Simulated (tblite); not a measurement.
Species: C5H10SSi.
SMILES with atom numbers: `[CH:1]#[C:2][Si:3]([CH3:4])([CH3:5])[S:6][CH3:7]` (hydrogens: H8 on C1; H9, H10, H11 on C4; H12, H13, H14 on C5; H15, H16, H17 on C7)

Computed with GFN2-xTB (tblite), gas phase: L-BFGS steps from a force-field or distance-geometry start until the largest atomic force falls under 0.01 eV/Å.

Step 15: E = -563.4194 eV
```
atom  x, y, z in Å  |  force x, y, z in eV/Å
C1      0.2247    2.8081   -0.6806    0.003  -0.016  -0.001
C2     -0.0877    1.6825   -0.3957   -0.004   0.013  -0.022
Si3    -0.5378   -0.0504    0.0859    0.054  -0.122   0.076
C4     -0.3614   -1.2182   -1.4109   -0.002   0.000  -0.004
C5     -2.2902   -0.1202    0.8050   -0.022  -0.008   0.002
S6      0.8192   -0.6682    1.6786   -0.014   0.025  -0.040
C7      2.4380   -0.3895    0.8923   -0.023  -0.006  -0.002
H8      0.4838    3.7932   -0.9396    0.025   0.050  -0.005
H9     -0.5727   -2.2442   -1.1165    0.003   0.018  -0.027
H10    -1.0620   -0.9442   -2.1948    0.019  -0.013   0.013
H11     0.6360   -1.1996   -1.8434   -0.019   0.036   0.033
H12    -2.5434   -1.1313    1.1101   -0.002   0.004  -0.002
H13    -2.4040    0.5214    1.6727    0.047   0.010  -0.010
H14    -3.0121    0.1968    0.0595   -0.016  -0.003   0.000
H15     3.1892   -0.7123    1.6068   -0.023   0.015  -0.015
H16     2.5155   -0.9803   -0.0160   -0.009   0.034   0.028
H17     2.5578    0.6685    0.6765   -0.017  -0.035  -0.023
```

Step 16: E = -563.4205 eV
```
atom  x, y, z in Å  |  force x, y, z in eV/Å
C1      0.2266    2.8035   -0.6795    0.001  -0.011  -0.001
C2     -0.0859    1.6777   -0.3949   -0.005   0.010  -0.025
Si3    -0.5366   -0.0559    0.0869    0.042  -0.094   0.066
C4     -0.3595   -1.2191   -1.4131    0.004   0.006   0.002
C5     -2.2890   -0.1207    0.8056   -0.019  -0.007   0.009
S6      0.8186   -0.6637    1.6832   -0.023   0.023  -0.023
C7      2.4346   -0.3865    0.8916   -0.038  -0.018   0.007
H8      0.4848    3.7895   -0.9379    0.023   0.034  -0.001
H9     -0.5678   -2.2473   -1.1255   -0.010   0.012  -0.019
H10    -1.0601   -0.9406   -2.1953    0.021  -0.020   0.011
H11     0.6381   -1.1966   -1.8443   -0.009   0.039   0.020
H12    -2.5462   -1.1292    1.1151   -0.001  -0.006  -0.012
H13    -2.3968    0.5225    1.6726    0.037   0.022  -0.004
H14    -3.0111    0.1983    0.0612   -0.014  -0.005   0.002
H15     3.1873   -0.7077    1.6053   -0.018   0.013  -0.028
H16     2.5022   -0.9835   -0.0136    0.025   0.056   0.029
H17     2.5538    0.6714    0.6727   -0.017  -0.055  -0.032
```

Q: Estimate the geometry and energy of step 17. (The exact step hangs on the optimiser's Hessian estimate; all steps are aligned on step 16, rigid shifts and turns removed.)

A: E = -563.4212 eV, largest force 0.072 eV/Å
```
atom  x, y, z in Å  |  force x, y, z in eV/Å
C1      0.2282    2.7998   -0.6788    0.001  -0.005  -0.002
C2     -0.0847    1.6738   -0.3946   -0.007   0.000  -0.022
Si3    -0.5351   -0.0617    0.0886    0.013  -0.029   0.033
C4     -0.3578   -1.2198   -1.4147    0.008   0.009   0.010
C5     -2.2883   -0.1212    0.8063   -0.006  -0.005   0.010
S6      0.8174   -0.6598    1.6863   -0.020   0.011   0.013
C7      2.4311   -0.3844    0.8913   -0.040  -0.019   0.013
H8      0.4859    3.7871   -0.9365    0.015   0.002   0.006
H9     -0.5641   -2.2494   -1.1328   -0.017   0.000  -0.012
H10    -1.0583   -0.9380   -2.1955    0.016  -0.020   0.005
H11     0.6397   -1.1935   -1.8447    0.005   0.039   0.009
H12    -2.5484   -1.1278    1.1188   -0.004  -0.012  -0.014
H13    -2.3905    0.5238    1.6724    0.026   0.026  -0.002
H14    -3.0105    0.1994    0.0626   -0.007  -0.007   0.005
H15     3.1856   -0.7038    1.6036   -0.011   0.008  -0.026
H16     2.4924   -0.9850   -0.0113    0.047   0.054   0.011
H17     2.5504    0.6726    0.6691   -0.018  -0.051  -0.037
```

The energy changes by -0.0008 eV. The first-order estimate −F·Δx gives -0.0011 eV and the mean of the old and new forces, exact on a quadratic surface, -0.0008 eV. The step makes an angle of 74° with the force vector and moves no atom by more than 0.010 Å.

What follows is the cost of the whole relaxation. On one thread, Arm Neoverse N1 (aarch64), no GPU, shared host with 64 logical CPUs at a one-minute load of 60, this took 0.84 s of wall time.
